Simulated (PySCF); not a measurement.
Structure from NMR data

The spectra below were simulated for a compound C6H6FO3P.

$^{1}$H NMR (600 MHz, computed): δ 8.10 (m, 2H), 7.43 (m, 2H), 3.50 (br s, 2H).

$^{13}$C{$^{1}$H} NMR (computed): δ 175.5, 138.2 (2C), 131.9, 121.0 (2C).

- NMR shieldings at PBE0/pcSseg-1/GIAO
- structure optimised with GFN2-xTB
- run in PySCF 2.14.0 with density-fitted response routines
- one conformer, in vacuum, no relativistic terms, one averaged value for each set of equivalent atoms

References, each an isolated molecule treated in the same way: $^{1}$H and $^{13}$C against TMS.

Q: Deduce the structure.

A: 
- 4 carbon signals for 6 carbons: some carbons are equivalent by symmetry or fast rotation.
- Carbon types of the structure: 2 × C, 4 × CH, leaving 2 H on heteroatoms.
- δC 175.5: aromatic carbon bearing fluorine; σ withdrawal by the attached heteroatom moves it downfield of the ring CH carbons.
- δC 138.2, 121.0: aromatic CH.
- δC 131.9: substituted aromatic carbon.
- δH 8.10, 7.43: hydrogen on an aromatic CH; aromatic region.
- δH 3.50: hydrogen on an oxygen bonded to P; exchangeable; this is the value without hydrogen bonding to other molecules.

The compound is `O=P(O)(O)c1ccc(F)cc1`.

The data come from this structure; uniqueness wasn't tested.

The OH or NH signal is concentration- and solvent-dependent in practice; the value given is the gas-phase one. Splittings by $^{19}$F and $^{31}$P in the carbon and heteronuclear signals aren't shown, as no couplings were computed. Shifts are as computed. Against solution values, carbons near 30 ppm lie about +3 ppm off and those near 130 ppm about +5 ppm. Of 1211 compounds with measured shifts, 218 miss one by over three times the rms of a fit or turn the order of signals round; such compounds aren't used in these exercises. No couplings were computed; multiplicities are counted from neighbouring protons, with m where these are inequivalent, close in shift, in a saturated or five-membered ring or joined by F or P, and br s for small geminal =CH2 splittings.
